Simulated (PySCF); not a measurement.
Match the calculated data to a structure.

All candidates are C3H11NO2Si3.

* 13C NMR: chemical shifts (computed TMS as zero) by class: 243.6 (1 C), 204.7 (1 C), 23.1 (1 C) ppm [GIAO PBE0/pcSseg-1]
* 1H NMR: chemical shifts (computed TMS as zero) by class: 5.33 (2 H), 4.82 (6 H), 2.28 (3 H) ppm [GIAO PBE0/pcSseg-1]
* NMR, other nuclei: isotropic shieldings of nuclei other than C and H, by class: 270 (1 N), -536 (1 O), -321 (1 O), 387 (1 Si), 393 (2 Si) ppm [GIAO PBE0/pcSseg-1]
* Rotational structure: rotational constants A, B, C: 1.784, 0.521, 0.492 GHz [GFN2-xTB]
* Dipole: 1.03 D [PBE0/pcSseg-1]

Electronic properties: PySCF, gas phase, density fitting. Levels stand in brackets. Isolated species at its GFN2-xTB geometry (one conformer only). GFN2-xTB frequencies show an imaginary mode (24i cm⁻¹), so this geometry is no minimum at that level. NMR values are class means; diastereotopic atoms form classes of their own.

Question: Which candidate is it?
A. `C=C[Si@@H](C=O)N([SiH3])[SiH2]O`
B. `C[C@]1(C=O)O[SiH2]N([SiH3])[SiH2]1`
C. `CC(=O)C(=O)[SiH2]N([SiH3])[SiH3]`
D. `C=C(C=O)O[SiH2]N([SiH3])[SiH3]`
E. `O=C[C@H]1C[SiH2]N([SiH3])[SiH2]O1`

Answer: C. It is `CC(=O)C(=O)[SiH2]N([SiH3])[SiH3]`. Numbering: `[CH3:1][C:2](=[O:3])[C:4](=[O:5])[SiH2:6][N:7]([SiH3:8])[SiH3:9]`. Its formula, C3H11NO2Si3, gives 2 degrees of unsaturation: 0 rings and 2 π bonds in the structure found. 3 carbons fall into 3 classes; from least to most shielded: carbonyl carbon [C4] (243.6 ppm), ketone carbonyl carbon [C2] (204.7 ppm), methyl carbon next to a carbonyl [C1] (23.1 ppm). Hydrogen classes from least to most shielded: 2 H on an SiH2 silicon, Si6 (5.33 ppm), 6 H on 2 SiH3 silicons, Si8/Si9 (4.82 ppm), 3 H on a methyl carbon next to a carbonyl, C1 (2.28 ppm, a mean of values up to 1.0 ppm apart in this geometry). The other shieldings belong to: 270 ppm, nitrogen bridging silicon atoms [N7]; -536 ppm, carbonyl oxygen [O5]; -321 ppm, ketone oxygen [O3]; 387 ppm, SiH2 silicon [Si6]; 393 ppm, SiH3 silicon [Si8/Si9]. The optimised geometry has point group C1 and is an asymmetric top.

The others, at the same levels:
- `O=C[C@H]1C[SiH2]N([SiH3])[SiH2]O1` fails: its computed 13C shifts are 211.0 (1 C), 75.8 (1 C), 18.9 (1 C) ppm, 1H shifts are 10.02 (1 H), 5.32 (1 H), 5.17 (1 H), 5.07 (1 H), 5.02 (1 H), 4.73 (3 H), 4.12 (1 H), 1.31 (1 H), 0.59 (1 H) ppm and rotational constant A is 2.341 GHz (against 1.784 GHz).
- `C=C[Si@@H](C=O)N([SiH3])[SiH2]O` fails: its computed 13C shifts are 251.7 (1 C), 149.3 (1 C), 147.3 (1 C) ppm, 1H shifts are 12.00 (1 H), 6.81 (1 H), 6.79 (1 H), 6.63 (1 H), 5.29 (1 H), 5.13 (1 H), 4.82 (1 H), 4.82 (3 H), 2.23 (1 H) ppm and rotational constant A is 1.181 GHz (against 1.784 GHz).
- `C=C(C=O)O[SiH2]N([SiH3])[SiH3]` fails: its computed 13C shifts are 196.1 (1 C), 162.4 (1 C), 120.7 (1 C) ppm, 1H shifts are 9.25 (1 H), 6.23 (1 H), 5.62 (2 H), 5.61 (1 H), 4.78 (6 H) ppm and smallest rotational constant is 0.471 GHz (against 0.492 GHz).
- `C[C@]1(C=O)O[SiH2]N([SiH3])[SiH2]1` fails: its computed 13C shifts are 214.2 (1 C), 87.4 (1 C), 24.5 (1 C) ppm, 1H shifts are 10.42 (1 H), 5.40 (1 H), 5.40 (1 H), 4.81 (3 H), 4.71 (1 H), 4.67 (1 H), 1.78 (3 H) ppm and smallest rotational constant is 0.593 GHz (against 0.492 GHz).

Each candidate is one conformer, not necessarily the lowest. The conformers computed, where there is a choice (atom-mapped SMILES and torsion angles):
- `[CH3:1][C:2](=[O:3])[C:4](=[O:5])[SiH2:6][N:7]([SiH3:8])[SiH3:9]`: C1–C2–C4–O5 -14°, C2–C4–Si6–N7 -177°, C4–Si6–N7–Si8 -93°
- `[CH2:1]=[C:2]([CH:3]=[O:4])[O:5][SiH2:6][N:7]([SiH3:8])[SiH3:9]`: C1–C2–C3–O4 180°, C1–C2–O5–Si6 180°, C2–O5–Si6–N7 -179°, O5–Si6–N7–Si8 179°

The conformers of `O=C[C@H]1C[SiH2]N([SiH3])[SiH2]O1`, `C=C[Si@@H](C=O)N([SiH3])[SiH2]O` and `C[C@]1(C=O)O[SiH2]N([SiH3])[SiH2]1` aren't listed.
